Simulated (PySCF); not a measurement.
**Two-photon absorption: SMILES Fc1ccccc1, C6H5F**

Cartesian coordinates in Å; atom numbers follow the order of the lines, from 1:
```xyz
12

F    -2.2286   -1.2857   -0.1330
C    -1.1156   -0.5527   -0.1356
C     0.1163   -1.1959   -0.1572
C     1.2760   -0.4230   -0.1594
C     1.1986    0.9697   -0.1403
C    -0.0496    1.5919   -0.1190
C    -1.2188    0.8333   -0.1165
H     0.1488   -2.2867   -0.1717
H     2.2499   -0.9174   -0.1761
H     2.1108    1.5697   -0.1420
H    -0.1179    2.6821   -0.1040
H    -2.2073    1.2955   -0.1000
```

Computed with PySCF 2.14.0, TDDFT CAM-B3LYP/def2-TZVPD excited states, vertical, gas phase. Geometry: PBE0-D3(BJ)/def2-SVP.

**Question.** Give the one- and two-photon strengths of the lowest singlets.

**Answer.** δ for parallel linear polarisation; σ at the peak of a Lorentzian of half width 0.1 eV, single beam; Ω is circular over linear.
```csv
state,E (eV),f,photon λ (nm),δ (au),σ (GM),Ω,main
S1,5.40,0.014,459,0.28,0.00,1.50,"HOMO→LUMO 0.69, HOMO−1→LUMO+1 0.31"
S2,6.14,0.001,404,6.8,0.09,0.57,"HOMO→LUMO+1 0.54, HOMO−1→LUMO 0.45"
S3,6.67,0.003,372,27.7,0.45,1.50,HOMO→LUMO+2 0.96
S4,7.03,0.000,353,66.9,1.21,1.50,HOMO−1→LUMO+2 0.95
S5,7.08,0.583,350,10.4,0.19,0.37,"HOMO−1→LUMO 0.53, HOMO→LUMO+1 0.44"
S6,7.11,0.577,349,0.18,0.00,1.50,"HOMO−1→LUMO+1 0.67, HOMO→LUMO 0.29"
```
